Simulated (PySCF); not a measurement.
C2H5ClO2Si, SMILES [SiH](O)(C(=C)Cl)O. Atoms are numbered in the order given.

```xyz
11

C     -2.0810    -0.0281     0.1584
C     -0.8220     0.2507    -0.1879
Cl    -0.4162     1.8223    -0.9059
Si     0.6627    -0.8916     0.0156
O      1.8909     0.0194     0.6648
O      0.2781    -2.1469     1.0267
H     -2.9072     0.6753     0.0200
H     -2.2997    -1.0046     0.6006
H      1.0313    -1.5130    -1.2745
H      1.8150     0.9707     0.5124
H      0.2229    -1.9412     1.9680
```

Geometry optimised at B3LYP-D3(BJ)/def2-SVP. The structure was generated by enumeration, and PubChem lists no compound with its InChIKey, so it may never have been made. Other conformers were not sampled.

Method: PySCF with PBE/pcSseg-1.

GIAO shieldings, no solvent; atoms listed in one row are averaged. δ = σ(ref) − σ: ¹³C against TMS (σ = 182.0 ppm); ³⁵Cl against HCl (σ = 936.5 ppm); ²⁹Si against TMS (σ = 335.4 ppm); ¹⁷O against H2O (σ = 334.3 ppm); ¹H against TMS (σ = 31.49 ppm), references at their B3LYP-D3(BJ)/def2-TZVP geometries, non-relativistic (without spin–orbit terms, shifts of atoms bonded to Cl or Br come out too high).

Problem. Estimate the chemical shifts. (The exact figures need the calculation; the answer reports its results.)

Solution. 
```json
[
 {"nucleus": "¹³C", "atoms": "C2", "count": "1", "δ (ppm)": "159.4"},
 {"nucleus": "¹³C", "atoms": "C1", "count": "1", "δ (ppm)": "133.9"},
 {"nucleus": "³⁵Cl", "atoms": "Cl3", "count": "1", "δ (ppm)": "269.0"},
 {"nucleus": "²⁹Si", "atoms": "Si4", "count": "1", "δ (ppm)": "-34.1"},
 {"nucleus": "¹⁷O", "atoms": "O5, O6", "count": "2", "δ (ppm)": "58.3"},
 {"nucleus": "¹H", "atoms": "H7, H8", "count": "2", "δ (ppm)": "6.40"},
 {"nucleus": "¹H", "atoms": "H9", "count": "1", "δ (ppm)": "5.20"},
 {"nucleus": "¹H", "atoms": "H10", "count": "1", "δ (ppm)": "2.55"},
 {"nucleus": "¹H", "atoms": "H11", "count": "1", "δ (ppm)": "1.90"}
]
```
